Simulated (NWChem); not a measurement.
System: AlH₂SOCl; SMILES [OH][Al]([SH])[Cl]

```xyz
6

Al     0.4096    -0.0597     0.0000
Cl    -0.4637     1.8455     0.0000
O      2.0865    -0.2809     0.0000
H      2.7579     0.4031     0.0000
S     -0.8526    -1.8185     0.0000
H      0.2218    -2.6411     0.0000
```
Atoms are numbered in this order, from 1.

Results from NWChem. Pople sets run with spherical d functions. All runs use the structure optimised with PBE0/def2-SVP. Atomic charges in e: unrestrained fits to the electrostatic potential beside Mulliken populations; buried atoms are poorly determined by the fit.

Task: What does the run give for Hartree-Fock/6-31G*? Quantities: ESP Al1; Mulliken Al1; ESP Cl2; Mulliken Cl2; ESP O3; Mulliken O3; ESP S5; Mulliken S5; relative RMS misfit of the potential (%).

Result: 
- ESP Al1 = 1.07
- Mulliken Al1 = 1.03
- ESP Cl2 = -0.37
- Mulliken Cl2 = -0.35
- ESP O3 = -0.88
- Mulliken O3 = -0.94
- ESP S5 = -0.49
- Mulliken S5 = -0.35
- relative RMS misfit of the potential (%) = 29
